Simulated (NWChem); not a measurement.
System: TaNHCl₂F; SMILES [NH]=[Ta]([F])([Cl])[Cl]

Input file for NWChem:

```
start job
memory heap 200 mb stack 900 mb global 1100 mb
geometry units angstroms noautoz
  Ta     0.183095     0.049060     0.000000
  N      1.279659    -1.310681     0.000000
  H      1.932053    -2.086472     0.000000
  F      1.234284     1.602511     0.000000
  Cl    -1.092484    -0.111029     1.915683
  Cl    -1.092484    -0.111029    -1.915683
end
basis spherical
  Ta library def2-svp
  N library def2-svp
  H library def2-svp
  F library def2-svp
  Cl library def2-svp
end
ecp
  Ta library def2-ecp
end
dft
  xc b3lyp
  grid coarse
  iterations 150
  mulliken
end
task dft gradient
```

NWChem printed, in part:

```
             Northwest Computational Chemistry Package (NWChem) 7.3.0
             --------------------------------------------------------

 CS  symmetry detected

                             Geometry "geometry" -> ""
                             -------------------------

 Output coordinates in angstroms (scale by  1.889725989 to convert to a.u.)

  No.       Tag          Charge          X              Y              Z
 ---- ---------------- ---------- -------------- -------------- --------------
    1 Ta                  73.0000     0.19699075    -0.02851974     0.00000000
    2 N                    7.0000     0.89057838    -1.63173039     0.00000000
    3 H                    1.0000     1.31208506    -2.55357730     0.00000000
    4 F                    9.0000     1.62487771     1.18776443     0.00000000
    5 Cl                  17.0000    -1.07501053     0.15787503    -1.91568300
    6 Cl                  17.0000    -1.07501053     0.15787503     1.91568300

 Effective nuclear repulsion energy (a.u.)    1069.2783339994

      Symmetry information
      --------------------

 Group name             Cs
 Group number              2
 Group order               2
 No. of unique centers     5

                                 NWChem DFT Module
                                 -----------------

 Summary of "ao basis" -> "ao basis" (spherical)
 ------------------------------------------------------------------------------
       Tag                 Description            Shells   Functions and Types
 ---------------- ------------------------------  ------  ---------------------
 Ta                         def2-svp                12       32   6s3p2d1f
 N                          def2-svp                 6       14   3s2p1d
 H                          def2-svp                 3        5   2s1p
 F                          def2-svp                 6       14   3s2p1d
 Cl                         def2-svp                 8       18   4s3p1d

      Symmetry analysis of basis
      --------------------------

        a'         64
        a"         37

            General Information
            -------------------
          SCF calculation type: DFT
          Wavefunction type:  closed shell.
          No. of atoms     :     6
          No. of electrons :    64
           Alpha electrons :    32
            Beta electrons :    32
          Charge           :     0
          Spin multiplicity:     1
          Use of symmetry is: on ; symmetry adaption is: on
          Maximum number of iterations: 150
          AO basis - number of functions:   101
                     number of shells:    43
          Convergence on energy requested:  1.00D-06
          Convergence on density requested:  1.00D-05
          Convergence on gradient requested:  5.00D-04

              XC Information
              --------------
                         B3LYP Method XC Potential
                     Hartree-Fock (Exact) Exchange  0.200
                        Slater Exchange Functional  0.800 local
                    Becke 1988 Exchange Functional  0.720 non-local
              Lee-Yang-Parr Correlation Functional  0.810
                  VWN I RPA Correlation Functional  0.190 local

             Grid Information
             ----------------
          Grid used for XC integration:  coarse
          Radial quadrature: Mura-Knowles
          Angular quadrature: Lebedev.
          Tag              B.-S. Rad. Rad. Pts. Rad. Cut. Ang. Pts.
          ---              ---------- --------- --------- ---------
          Ta                  1.45      104           9.0       302
          N                   0.65       35           8.0       302
          H                   0.35       35          10.0       302
          F                   0.50       35          10.0       302
          Cl                  1.00       70          10.0       302
          Grid pruning is: on
          Number of quadrature shells:   279
          Spatial weights used:  Erf1

      Superposition of Atomic Density Guess
      -------------------------------------

 Sum of atomic energies:       -1134.60166525

      Non-variational initial energy
      ------------------------------

 Total energy =   -1129.283554
 1-e energy   =   -2195.426696
 2-e energy   =     755.867718
 HOMO         =      -0.377360
 LUMO         =       0.009146

      Symmetry analysis of molecular orbitals - initial
      -------------------------------------------------

  Numbering of irreducible representations:

     1 a'          2 a"

  Orbital symmetries:

     1 a'          2 a"          3 a'          4 a'          5 a'
     6 a"          7 a'          8 a"          9 a'         10 a"
    11 a'         12 a"         13 a'         14 a'         15 a'
    16 a"         17 a'         18 a'         19 a'         20 a"
    21 a'         22 a'         23 a"         24 a'         25 a'
    26 a"         27 a'         28 a"         29 a'         30 a"
    31 a'         32 a"         33 a'         34 a'         35 a"
    36 a'         37 a"         38 a'         39 a'         40 a"
    41 a'         42 a'

     ---------------------------------------------
      Total Density - Mulliken Population Analysis
     ---------------------------------------------

[...]

                         DFT ENERGY GRADIENTS

    atom               coordinates                        gradient
                 x          y          z           x          y          z
   1 Ta      0.372259  -0.053894   0.000000    0.003878  -0.005521   0.000000
   2 N       1.682949  -3.083523   0.000000   -0.004824   0.010766   0.000000
   3 H       2.479481  -4.825561   0.000000   -0.000434   0.001107   0.000000
   4 F       3.070574   2.244549   0.000000   -0.004884  -0.004696   0.000000
   5 Cl     -2.031475   0.298341  -3.620116    0.003132  -0.000827   0.004680
   6 Cl     -2.031475   0.298341   3.620116    0.003132  -0.000827  -0.004680
```

Level: B3LYP/def2-SVP with def2 effective core potentials on Ta. All runs use the structure optimised with PBE0/def2-SVP. def2 effective core potentials on Ta; no spin-orbit coupling.
